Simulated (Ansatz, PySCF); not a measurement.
AlF₃, SMILES [F][Al-]([F])[F], charge -1, multiplicity 2. Atoms are numbered in the order given.

```xyz
4

Al     0.0000     0.0000     0.4091
F     -1.4022    -0.8096    -0.1967
F      0.0000     1.6191    -0.1968
F      1.4022    -0.8096    -0.1967
```
Charge -1, spin multiplicity 2.

The structure is a stationary point at PBE0-D3(BJ)/def2-SVPD.

Two levels are set side by side: PBE-D3(BJ)/def2-SVPD (Ansatz, a quantum-chemistry and plane-wave program) and PBE0-D3(BJ)/def2-SVPD (Ansatz). Each level has its own optimised geometry; the coordinates shown are those of the second. Frequencies come from the Hessian of PySCF at each geometry. Differences are taken from unrounded values.

| quantity | PBE0-D3(BJ) |
|---|---|
| mean bond length (Å) | 1.729 |
| bond Al1–F2 (Å) | 1.729 |
| bond Al1–F3 (Å) | 1.729 |
| bond Al1–F4 (Å) | 1.729 |
| highest harmonic wavenumber (cm⁻¹) | 738 |
| mean harmonic wavenumber (cm⁻¹) | 471 |
| zero-point energy (kcal/mol) | 4.04 |

### Question
What does PBE-D3(BJ) give, and how far is it from PBE0-D3(BJ)? (An estimate is asked for; the answer gives what the named calculation found.)

### Answer

```json
[
 {"quantity": "mean bond length (Å)", "PBE-D3(BJ)": "1.749", "PBE-D3(BJ) minus PBE0-D3(BJ)": "0.020"},
 {"quantity": "bond Al1–F2 (Å)", "PBE-D3(BJ)": "1.749", "PBE-D3(BJ) minus PBE0-D3(BJ)": "0.020"},
 {"quantity": "bond Al1–F3 (Å)", "PBE-D3(BJ)": "1.749", "PBE-D3(BJ) minus PBE0-D3(BJ)": "0.020"},
 {"quantity": "bond Al1–F4 (Å)", "PBE-D3(BJ)": "1.749", "PBE-D3(BJ) minus PBE0-D3(BJ)": "0.020"},
 {"quantity": "highest harmonic wavenumber (cm⁻¹)", "PBE-D3(BJ)": "704", "PBE-D3(BJ) minus PBE0-D3(BJ)": "-34"},
 {"quantity": "mean harmonic wavenumber (cm⁻¹)", "PBE-D3(BJ)": "447", "PBE-D3(BJ) minus PBE0-D3(BJ)": "-24"},
 {"quantity": "zero-point energy (kcal/mol)", "PBE-D3(BJ)": "3.83", "PBE-D3(BJ) minus PBE0-D3(BJ)": "-0.20"}
]
```

GGA bonds tend to be longer and softer than those of functionals with exact exchange. Differences between two approximate levels are no errors against the true value.
